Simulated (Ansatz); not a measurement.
The first iterations of a band of BrCl$_{4}$HHf (7 atoms, charge 0, multiplicity 1).

The calculation used Ansatz, RKS PBE0-D4/def2-SVP.

```json
{"movable images": "5", "climbing image": "yes", "spring": "0.1 eV/Å²", "optimiser": "quadratic models (default)", "start path": "through a guess of the saddle point", "force threshold": "0.05 eV/Å", "iteration limit": "60", "end points": "relaxed"}
```

First end point:

```xyz
7
Properties=species:S:1:pos:R:3
Hf 0.040 0.000 0.020
Cl 0.405 0.000 2.348
Cl 2.218 0.000 -0.781
Cl -0.820 1.965 -0.911
Cl -0.820 -1.965 -0.911
Br -2.973 0.000 1.266
H -2.485 0.000 2.607
```

Last end point:

```xyz
7
Properties=species:S:1:pos:R:3
Hf -0.645 0.000 -0.730
Cl 0.042 0.000 3.937
Cl 1.433 0.000 0.296
Cl -0.853 1.896 -2.055
Cl -0.853 -1.896 -2.055
Br -2.482 0.000 0.952
H -1.075 0.000 3.294
```

| iteration | highest image above the first end (eV) | largest band force component (eV/Å) |
| --- | --- | --- |
| 1 | 2.667 | 3.418 |
| 2 | 1.299 | 2.352 |
| 3 | 0.693 | 1.402 |
| 4 | 0.462 | 0.895 |
| 5 | 0.338 | 0.664 |

Task: Does the band converge within its limit, and where does its top end?

Result: The forces met the threshold. It ended after 15 iterations with the highest image 0.356 eV above the first end. The profile has 2 maxima (images 3, 5) with wells between them (image 4): this band takes more than one step, which may be the mechanism or a detour left from its start path. Another band between the same ends (5 images) ends at a top of the same energy, where a vibrational analysis finds 1 clearly imaginary mode. The orbitals stay closed-shell, which can raise the energy where a bond breaks towards radicals; this wasn't checked here.

Time of the run: 3.5 min on 4 threads of Intel(R) Xeon(R) 6975P-C (Granite Rapids), on a shared host, peak memory 0.51 GiB.
